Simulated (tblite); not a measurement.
Species: C4H9FO2Si.
Atom-mapped SMILES: `[CH3:1][O:2][C@@H:3]([F:4])[SiH:5]1[CH2:6][O:7][CH2:8]1` (hydrogens: H9, H10, H11 on C1; H12 on C3; H13 on Si5; H14, H15 on C6; H16, H17 on C8)

Structure optimised with GFN2-xTB, isolated species.

**Question.** What internal coordinates does the optimisation give?

**Answer.** 
```tsv
bond	length (Å)	order
C1–O2	1.419	single
O2–C3	1.373	single
C3–F4	1.397	single
C3–Si5	1.924	single
Si5–C6	1.922	single
C6–O7	1.435	single
O7–C8	1.435	single
Si5–C8	1.920	single
C1–H9, C1–H10, C1–H11	1.092	single
C3–H12	1.103	single
Si5–H13	1.460	single
C6–H14	1.091	single
C6–H15	1.095	single
C8–H16	1.091	single
C8–H17	1.095	single
```

Bonds in one row agree within 0.01 Å and their mean is given. Orders are formal, as drawn. A selection of angles:
```tsv
angle	degrees
O2–C1–H9	110.5
O2–C1–H10	106.3
H9–C1–H10	109.9
C1–O2–C3	115.1
O2–C3–F4	109.9
O2–C3–Si5	104.9
O2–C3–H12	112.2
F4–C3–Si5	109.7
F4–C3–H12	103.9
Si5–C3–H12	116.2
C3–Si5–C6	118.7
C3–Si5–C8	116.7
C3–Si5–H13	109.3
C6–Si5–C8	71.7
C6–Si5–H13	118.1
C8–Si5–H13	118.3
Si5–C6–O7	92.1
Si5–C6–H14	117.4
Si5–C6–H15	117.9
O7–C6–H14	109.8
O7–C6–H15	110.1
H14–C6–H15	108.1
C6–O7–C8	103.3
O7–C8–H16	109.8
O7–C8–H17	110.2
Si5–C8–O7	92.2
Si5–C8–H16	117.4
Si5–C8–H17	117.7
H16–C8–H17	108.1
```

Dihedral angles: C1–O2–C3–F4 68° (synclinal); O2–C3–Si5–C6 163° (antiperiplanar); C3–Si5–C6–O7 -116° (anticlinal); Si5–C6–O7–C8 7° (synperiplanar); C6–O7–C8–Si5 -7° (synperiplanar); C3–Si5–C8–O7 119° (anticlinal).

The 4-membered ring Si5–C6–O7–C8 has internal angles of 71.7° to 103.3°; it is slightly puckered (a soft mode that the optimisation may not have finished), 0.04 Å rms from its mean plane, widest ring torsion 7°. Of the pairs four or more bonds apart, F4···H11 is among the closest relative to their van der Waals radii: 2.59 Å, 97 % of the sum of Bondi's values. Si5 (SiH silicon) has angles from 71.7° to 118.7°. The 4 C–O bonds span 1.373 Å (O2–C3, drawn single) to 1.435 Å (C6–O7, drawn single), a spread of 0.062 Å.

Point group: C1 (no symmetry element, even within 0.4 Å). Its GFN2-xTB frequencies are all real (lowest 27 cm⁻¹). The numbers are those of one conformer. 2 starts were optimised and ended at 0.00 and 0.56 kcal/mol (GFN2-xTB); the lowest of these is shown.

On one thread, Intel Xeon at 2.50 GHz (x86_64), on a shared host, this took 1.8 s. That covers the optimisation of the geometry.

All values are computed, not measured.
